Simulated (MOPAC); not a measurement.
MOPAC input (PM3):

```
PM3 FORCE THERMO(298,298) PRECISE LET GEO-OK AUX(PRECISION=9) THREADS=1
C2HBCl2

C     2.61790374 1   -0.47000273 1   -0.19651780 1
C     1.44199845 1   -0.25888790 1   -0.10824636 1
B     0.01067724 1   -0.00191608 1   -0.00080186 1
Cl   -0.59920475 1    1.50596505 1   -0.39776509 1
Cl   -1.01895571 1   -1.21545053 1    0.51923520 1
H     3.66346680 1   -0.65771699 1   -0.27500483 1
```

Output:

```
 *******************************************************************************
 **                                                                           **
 **                              MOPAC v23.2.5                                **
 **                                                                           **
 *******************************************************************************
 ** MOPAC's Digital Object Identifier: https://doi.org/10.5281/zenodo.6511958 **
 **                                                                           **
 ** Please cite the open-source release paper for use of this MOPAC version:  **
 ** J. E. Moussa and J. J. P. Stewart (2026)                                  **
 ** MOPAC: An open-source semiempirical molecular orbital program             **
 ** J. Open Source Softw., 11(119), 8025, https://doi.org/10.21105/joss.08025 **
 *******************************************************************************

                              PM3 CALCULATION RESULTS

 *******************************************************************************
 *  PM3        - The PM3 Hamiltonian to be used
 *  GEO-OK     - OVERRIDE INTERATOMIC DISTANCE AND OTHER SAFETY CHECKS
 *  LET        - OVERRIDE SOME SAFETY CHECKS
 *  PRECISE    - TIGHTER CRITERIA TO BE USED
 *  FORCE      - FORCE CALCULATION SPECIFIED
 *  AUX        - OUTPUT AUXILIARY INFORMATION
 *  THERMO     - THERMODYNAMIC QUANTITIES TO BE CALCULATED
 *******************************************************************************
PM3 FORCE THERMO(298,298) PRECISE LET GEO-OK AUX(PRECISION=9) THREADS=1
 C2HBCl2

   ATOM   CHEMICAL          X               Y               Z
  NUMBER   SYMBOL      (ANGSTROMS)     (ANGSTROMS)     (ANGSTROMS)

     1       C          2.61790374  *  -0.47000273  *  -0.19651780  *
     2       C          1.44199845  *  -0.25888790  *  -0.10824636  *
     3       B          0.01067724  *  -0.00191608  *  -0.00080186  *
     4      Cl         -0.59920475  *   1.50596505  *  -0.39776509  *
     5      Cl         -1.01895571  *  -1.21545053  *   0.51923520  *
     6       H          3.66346680  *  -0.65771699  *  -0.27500483  *

          CARTESIAN COORDINATES

    NO.       ATOM           X           Y           Z

     1         C          2.6179     -0.4700     -0.1965
     2         C          1.4420     -0.2589     -0.1082
     3         B          0.0107     -0.0019     -0.0008
     4        Cl         -0.5992      1.5060     -0.3978
     5        Cl         -1.0190     -1.2155      0.5192
     6         H          3.6635     -0.6577     -0.2750

  H: (PM3): J. J. P. STEWART, J. COMP. CHEM. 10, 209 (1989).
  B: (PM3): J. J. P. STEWART, J. MOL. MOD., 10, 155-164 (2004)
  C: (PM3): J. J. P. STEWART, J. COMP. CHEM. 10, 209 (1989).
 Cl: (PM3): J. J. P. STEWART, J. COMP. CHEM. 10, 209 (1989).

           Empirical Formula: C2 H B Cl2  =     6 atoms

      MOLECULAR POINT GROUP   :   C2v

      RHF CALCULATION, NO. OF DOUBLY OCCUPIED LEVELS = 13

          HEAT OF FORMATION =     -15.779122 KCALS/MOLE
[...]
 TRAVEL (Ang.)       0.1112         C 2 -- B 3         +29.4% ( 83.4%)      0.0%
 REDUCED MASS        6.7803         C 1 -- H 6          +4.2% ( 31.7%)      0.0%
 EFFECTIVE MASS     12.0468
 FORCE CONSTANT      2.5859

 VIBRATION          8    4B2         ATOM PAIR     ENERGY CONTRIBUTION    RADIAL
 FREQUENCY           864.06         C 1 -- H 6         +68.2% ( 87.2%)      0.0%
 TRANSITION DIPOLE   0.2573         C 1 -- C 2         +12.9% ( 38.0%)      0.0%
 TRAVEL (Ang.)       0.2610         C 2 -- B 3          +9.6% ( 32.7%)      0.0%
 REDUCED MASS        1.1456         B 3 -- Cl4          +4.6% ( 22.7%)     78.6%
 EFFECTIVE MASS      4.3845
 FORCE CONSTANT      0.5039

 VIBRATION          9    3B1         ATOM PAIR     ENERGY CONTRIBUTION    RADIAL
 FREQUENCY           888.80         C 1 -- H 6         +85.6% ( 92.7%)      0.0%
 TRANSITION DIPOLE   0.4438         C 1 -- C 2         +11.6% ( 34.2%)      0.0%
 TRAVEL (Ang.)       0.2522         C 2 -- B 3          +2.4% ( 15.7%)      0.0%
 REDUCED MASS        1.1928         B 3 -- Cl5          +0.1% (  3.7%)      0.0%
 EFFECTIVE MASS      3.3282
 FORCE CONSTANT      0.5552

 VIBRATION         10    3A1         ATOM PAIR     ENERGY CONTRIBUTION    RADIAL
 FREQUENCY          1101.12         C 2 -- B 3         +34.6% ( 97.8%)    100.0%
 TRANSITION DIPOLE   4.3441         B 3 -- Cl4         +22.6% ( 79.0%)     31.3%
 TRAVEL (Ang.)       0.0972         B 3 -- Cl5         +22.6% ( 79.0%)     31.3%
 REDUCED MASS        6.4862         C 1 -- H 6         +12.4% ( 58.5%)    100.0%
 EFFECTIVE MASS     11.8773
 FORCE CONSTANT      4.6334

 VIBRATION         11    4A1         ATOM PAIR     ENERGY CONTRIBUTION    RADIAL
 FREQUENCY          2241.55         C 1 -- C 2         +62.4% ( 99.0%)    100.0%
 TRANSITION DIPOLE   2.8913         C 2 -- B 3         +24.8% ( 62.4%)    100.0%
 TRAVEL (Ang.)       0.0753         C 1 -- H 6         +12.5% ( 44.4%)    100.0%
 REDUCED MASS        5.3066         B 3 -- Cl5          +0.1% (  4.6%)     21.0%
 EFFECTIVE MASS     11.5609
 FORCE CONSTANT     15.7094

 VIBRATION         12    5A1         ATOM PAIR     ENERGY CONTRIBUTION    RADIAL
 FREQUENCY          3347.35         C 1 -- H 6         +94.3% ( 99.2%)    100.0%
 TRANSITION DIPOLE   0.7969         C 1 -- C 2          +5.4% ( 23.7%)    100.0%
 TRAVEL (Ang.)       0.1455         C 2 -- B 3          +0.3% (  5.3%)    100.0%
 REDUCED MASS        0.9511
 EFFECTIVE MASS      2.0431
 FORCE CONSTANT      6.2790

      SYMMETRY NUMBER FOR POINT-GROUP C2v =  2

          SYSTEM IS A GROUND STATE

 C2HBCl2

          MOLECULE IS NOT LINEAR

          THERE ARE 12 GENUINE VIBRATIONS IN THIS SYSTEM
          THIS THERMODYNAMICS CALCULATION IS LIMITED TO
          MOLECULES WHICH HAVE NO INTERNAL ROTATIONS

                    CALCULATED THERMODYNAMIC PROPERTIES
                                          *
   TEMP. (K)   PARTITION FUNCTION   H.O.F.    ENTHALPY  HEAT CAPACITY ENTROPY
                                   KCAL/MOL   CAL/MOLE    CAL/K/MOL  CAL/K/MOL

 298.00  VIB.     0.5442D+01                  1539.3680    10.9708     8.5324
         ROT.     0.1103D+06                   888.2803     2.9808    26.0541
         INT.     0.6003D+06                  2427.6483    13.9516    34.5865
         TRA.     0.1066D+28                  1480.4672     4.9680    39.9104
         TOT.                      -15.779    3908.1154    18.9196    74.4969

   *: NOTE: HEATS OF FORMATION ARE RELATIVE TO THE
            ELEMENTS IN THEIR STANDARD STATE AT 298K
              (=  Standard Enthalpy of Formation).

            Hvib:  Zero-point energy is not included.
                   frequencies of less than zero cm-1 are not included.
            Hrot = (3/2)RT
            Htra = (3/2)RT + pV = (5/2)RT

            Heat capacity is Cp, not Cv

          For more information, see: HTTP://OpenMOPAC.net/Manual/thermochemistry.html

           FORCE CONSTANT IN CARTESIAN COORDINATES (Millidynes/A)

    ATOM   CHEMICAL       X               Y               Z
   NUMBER   SYMBOL  FORCE CONSTANT  FORCE CONSTANT  FORCE CONSTANT

      1       C       23.299583        1.281987        1.360112
      2       C       22.334702        1.749983        1.205874
      3       B        6.268773        3.515844        1.540413
      4      Cl        1.149442        2.707011        0.130277
      5      Cl        1.149441        2.707012        0.130277
      6       H        6.002948        0.320030        0.340798

 **********************
 *                    *
 * JOB ENDED NORMALLY *
 *                    *
 **********************

 == MOPAC DONE ==
```
